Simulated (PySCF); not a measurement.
# Polarisability and C₆ of Pd (palladium, neutral)

[Kr] 4d10, closed-shell 1S. Computed with PySCF 2.14 in aug-cc-pwCVDZ-PP with ECP28MDF, with scalar relativity through the core potential. Coupled (time-dependent) response in atomic units; α is the mean over directions. A double-zeta set is small for polarisabilities.

```
method  mean α (bohr³)  C₆ (like pair)  S(−4)
   UHF           17.49           102.3  251.7
   PBE           25.04           141.0  751.8
  PBE0           21.98           126.4  496.5
 M06-L           23.54           133.4  635.8
 B97-3           21.71           123.5  495.1
```

S(−4) is the Cauchy moment in α(ω) = α(0) + S(−4) ω² + …

Reference α: 26.14 ± 0.1 bohr³ (recommended; Schwerdtfeger and Nagle, table of static dipole polarizabilities (2023 update)). Published C₆: 628.0 (Gould and Bucko (2016)).

α(iu) at B97-3:

```csv
u (hartree),α(iu) (bohr³)
0,21.71
0.0500,20.57
0.100,18.01
0.200,13.17
0.300,10.27
0.500,7.494
0.750,5.829
1.00,4.752
1.50,3.285
2.00,2.349
3.00,1.326
5.00,0.5695
```

A single London oscillator, α(iu) = α/(1 + u²/ω²), gives C₆ = (3/4) ω α². Matching the computed C₆ needs ω = 4 × 123.5 / (3 × 21.71²) = 0.349 hartree.

Energies and moments cover only the electrons outside the core potential.
